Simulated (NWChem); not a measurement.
Species: CdHSeCl; SMILES [Cd]([SeH])[Cl]

```xyz
4

Cd     0.3403    -0.2519    -0.0078
Cl     0.4035    -2.5427     0.0072
Se     0.2865     2.1941    -0.0221
H     -1.1860     2.1906    -0.0268
```
Atoms are numbered in this order, from 1.

Program: NWChem. Coordinates come from a PBE0/def2-SVP optimisation. def2 effective core potentials on Cd; no spin-orbit coupling. Static field.

| level | isotropic polarisability (bohr³) | anisotropy (bohr³) |
|---|---|---|
| PBE/def2-SVPD | 80.2 | [?] |
| B3LYP/def2-SVPD | 77.9 | 56.9 |
| LDA (Slater exchange, VWN5)/def2-SVPD | 80.5 | 61.3 |

Q: Complete the blanks.

A: 
- PBE/def2-SVPD, anisotropy (bohr³): 59.8
